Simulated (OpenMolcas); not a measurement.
**Br5+: effect of the basis set**

| Item | Value |
| --- | --- |
| Program | OpenMolcas 26.06 |
| Method | MS-CASPT2, IPEA 0.25 Eh, imaginary shift 0.1 Eh (closed shells correlated: 3d) |
| Active space | 2 electrons in 8 orbitals (4s 4p 5s 5p) |
| State averaging | 2S+1 = 3 even, 3 roots; 2S+1 = 1 even, 7 roots; 2S+1 = 3 odd, 3 roots; 2S+1 = 1 odd, 3 roots |
| Spin-orbit coupling | RASSI with atomic mean-field integrals over the reference wave functions, term energies averaged over their components |

A. ANO-RCC-VTZP [6s5p3d1f], DKH2, point nucleus; CASPT2 step about 2.9 core-seconds
B. ANO-R2 [6s5p4d2f1g], X2C, finite nucleus; CASPT2 step roughly 5 core-seconds
C. ANO-RCC-VQZP [7s6p4d2f1g], DKH2, point nucleus; CASPT2 step of the order of 6 core-seconds
D. ANO-RCC [9s8p6d4f2g], DKH2, point nucleus; CASPT2 step roughly 21 core-seconds

Energies in eV above 4s2 1S0, the measured ground level; measured values from Moore, Atomic Energy Levels, vol. II, NSRDS-NBS 35 (1971 reprint of NBS Circular 467, 1952).

```csv
Level,A,B,C,D,Measured
4s2 1S0,0.0000,0.0000,0.0000,0.0000,0.0000
4s 4p 3P* 0,12.541,12.701,12.597,12.678,12.9335
4s 4p 3P* 1,12.785,12.943,12.835,12.916,13.1958
4s 4p 3P* 2,13.331,13.496,13.370,13.456,13.8039
4s 4p 1P* 1,19.112,18.619,18.972,18.827,18.7556
4p2 3P0,30.053,29.975,30.080,30.089,30.2690
4p2 3P1,30.401,30.334,30.422,30.437,30.6744
4p2 3P2 [52 %],30.610,30.508,30.596,30.600,
4p2 1D2 [52 %],31.346,31.242,31.309,31.321,
```

Deviations, from unrounded energies. A percentage is the sum of absolute deviations over the sum of measured energies, with the sign that they share, or ± where signs differ.

| Against measurement | Levels | A | B | C | D |
| --- | --- | --- | --- | --- | --- |
| mean absolute deviation (cm-1) | 6 | 2900 | 2100 | 2400 | 1800 |
| other configurations (%) | 6 | ±1.8 | -1.3 | ±1.5 | ±1.1 |

D lies closest to measurement on these levels and A furthest from it. The largest miss of D in the table is 4s 4p 3P* 2, by -2800 cm-1. The ranking rests on the paired levels alone, and a cruder setting can come out closer through cancelling errors.

Among A to D the level of the table that moves most is 4s 4p 1P* 1, by 4000 cm-1 (lowest in B, highest in A). Moves below CASPT2's spread within the term are not significant.

CASPT2 does not keep the components of a term degenerate, so their means are used; among the terms shown or strongly mixed into the levels shown the widest spread is 140 cm-1 (4p2 1D, A). Over all roots computed the reference weight is 0.93 to 1.00 in A, 0.91 to 0.98 in B, 0.92 to 0.99 in C, 0.92 to 0.99 in D; the roots of lowest weight are the least certain, and an intruder state may touch them. Active for correlation alone: 5p 5s; no level in the range computed is led by a configuration that fills them, so any true level of that kind is missing. The ¹D term of p² mixes with s d, which this space lacks. Computed and measured levels are paired by configuration, term and J; levels that our copy of the source lacks, or whose pairing is in doubt (as where it misses far off the trend of its configuration), stay unpaired and out of the deviations. Levels of configurations outside the active space are missing. The table leaves out levels that lie high or whose names do not pair safely across all columns.

A share in square brackets marks a mixed level and gives the weight of the term that names it, the lowest over the columns. * marks odd parity.
